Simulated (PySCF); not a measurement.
C₂H₄N₂OSi, SMILES [SiH]1(N=CC=N1)O.

Geometry: B3LYP-D3(BJ)/def2-SVP. This is a generated structure with no PubChem entry under its InChIKey; it may be hypothetical. One conformer was computed; it need not be the lowest.

Computed with PBE/def2-TZVP run with PySCF.

Isolated molecule, no solvent.

**Question.** Estimate the frontier levels, gap, dipole moment and polarisability. (The exact figures need the calculation; the answer reports its results.)

**Answer.** 
```
Property                                                                                                       Result
---------------------------------------------------------------------------------------------  ----------------------
highest occupied level                                                                                       -6.26 eV
lowest empty level                                                                                           -3.50 eV
orbital gap                                                                                                   2.76 eV
dipole moment                                                                                                  2.13 D
quadrupole, principal values (traceless, Buckingham form, about the centre of nuclear charge)  -11.70, 4.42, 7.28 D·Å
mean static polarisability                                                                       60.1 bohr³ (8.91 Å³)
polarisability, principal values                                                               45.1, 57.2, 78.1 bohr³
```
